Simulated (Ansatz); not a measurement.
Reaction (ligand exchange at a B–C bond): `CB(Cl)CBr` + `[SiH3]N[SiH3]` → `CB(Cl)N([SiH3])[SiH3]` + `CBr`

Gas-phase electronic energies from Ansatz, PBE0-D4/def2-TZVP geometries. CCSD(T)/CBS is the MP2 limit (def2-TZVPP, def2-QZVPP) plus CCSD(T) − MP2 in def2-TZVPP, frozen cores. This one scheme is used for every species. Functionals use def2-TZVPP. B3LYP here is the variant with VWN-RPA as its local correlation; programs differ in this. HSE06 is defined as in plane-wave codes. For Br outer-core shells are correlated without core-valence functions, which leaves a few kJ/mol of doubt a bond. Scalar relativity is left out up to krypton. One conformer a species, not always the lowest.

```csv
level,ΔE (kcal/mol)
BLYP-D4,-24.4
B3LYP-D4,-24.6
HSE06,-23.3
CAM-B3LYP,-23.5
LC-ωPBE,-23.8
MP2/def2-TZVPP,-24.8
SCS-MP2/def2-TZVPP,-24.2
SCS-MP2/def2-QZVPP,-24.2
```

Question: What does CCSD(T)/CBS give? (An estimate is asked.)

Answer: The calculation gave: -24.2 kcal/mol. The listed levels differ from it by -0.2, -0.4, 0.9, 0.7, 0.4, -0.6, 0.0, 0.0 kcal/mol.

Largest T1 diagnostic among the species: 0.012.

From BLYP to BHLYP (50 % exact exchange), in def2-TZVPP and without D4, ΔE moves by −1.2 kcal/mol. In def2-TZVPP, CCSD(T) changes the Hartree–Fock value by −2.3 kcal/mol (the triples alone add −0.5 kcal/mol) and MP2 by −2.6 kcal/mol. At CCSD(T), def2-SVP lies −2.1 kcal/mol from the extrapolated value and def2-TZVPP −0.2 kcal/mol.
